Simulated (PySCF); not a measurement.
Bi: ionisation energy

Bi [Xe] 4f14 5d10 6s2 6p3 [6p1/2^2 6p3/2^1, M_J = 3/2] → Bi⁺ [Xe] 4f14 5d10 6s2 6p2 [6p1/2^2, M_J = 0], as a difference of total energies. Calculation: PySCF 2.14, in x2c-SVPall-2c with one added diffuse shell each of s, p type (8s12p7d2f, 93 functions); the two-component X2C-1e Hamiltonian. Correlated levels: [Kr] 4d10 4f14 frozen; the 22 highest virtual spinors dropped. "Screened" scales the spin-orbit matrix elements by Boettger's factors to mimic the two-electron term; Breit and QED terms are absent.

| method | ionisation energy (eV) | error (eV) |
| --- | --- | --- |
| GHF (spin-free) | 8.267 | +0.981 |
| GMP2 (spin-free) | 8.559 | +1.273 |
| GHF (screened spin-orbit) | 6.966 | -0.320 |
| GMP2 (screened spin-orbit) | 7.219 | -0.067 |

Reference: 7.286 eV (measured; NIST Atomic Spectra Database, ionization energies).

The spin-free rows relax to the high-spin LS determinant and lack the spin-orbit shift.

Errors of the correlated levels include the incompleteness of this basis and the frozen core.

The labels give the starting determinants; with spin-orbit coupling the two ends relaxed to ⟨J²⟩ = 3.78, ⟨L²⟩ = 0.82, ⟨S²⟩ = 3.21 and ⟨J²⟩ = 0.00, ⟨L²⟩ = 1.51, ⟨S²⟩ = 1.51.
